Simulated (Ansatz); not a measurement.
`F[C@@]12[C@H]3[C@H]4[C@H]5[C@@H]1[Li]4532`, 11 atoms. Charge 0, multiplicity 1. Correlated methods include outer-core shells of Li, which these sets cover unevenly. All runs use 4 threads of an Intel Xeon 6975P-C on a shared host. Correlated methods freeze the cores.

Task: Give the basis size and wall time and peak host memory of each of these runs in Ansatz. RKS BLYP-D4/def2-TZVPP energy; RHF-MP2/def2-QZVPP energy; RKS ωB97M-V/def2-QZVPP energy; RHF-CCSD(T)/def2-TZVPP energy; RKS PBE0-D4/def2-TZVP frequencies; RKS SPW92 (LDA)/def2-TZVPP energy; RKS HSE06 (plane-wave form)-D4/def2-TZVPP energy; RKS PBE0-D4/def2-SVP energy; RKS PBE0-D4/def2-QZVPP energy; RKS B3LYP-D4/def2-TZVPP energy and forces; direct RPA on PBE orbitals/def2-TZVPP energy; RKS ωB97M-V/def2-SVP energy. (Estimate.)

Result: Ansatz gave: Other jobs shared the machine, so times are rough.

```csv
level,job,functions,wall time,peak host memory (GiB)
RKS PBE0-D4/def2-SVP,energy,113,0.7 s,0.27
RKS SPW92 (LDA)/def2-TZVPP,energy,261,0.8 s,0.35
RKS BLYP-D4/def2-TZVPP,energy,261,1.3 s,0.36
RKS HSE06 (plane-wave form)-D4/def2-TZVPP,energy,261,1.9 s,0.7
RKS ωB97M-V/def2-SVP,energy,113,2.4 s,0.39
RKS B3LYP-D4/def2-TZVPP,energy and forces,261,2.7 s,0.77
direct RPA on PBE orbitals/def2-TZVPP,energy,261,3.8 s,0.78
RKS PBE0-D4/def2-QZVPP,energy,497,4.6 s,1.8
RKS ωB97M-V/def2-QZVPP,energy,497,11 s,2.2
RHF-MP2/def2-QZVPP,energy,497,14 s,3.7
RHF-CCSD(T)/def2-TZVPP,energy,261,55 s,7.6
RKS PBE0-D4/def2-TZVP,frequencies,224,100 s,0.7
```

B3LYP here is the variant with VWN-RPA as its local correlation; programs differ in this.
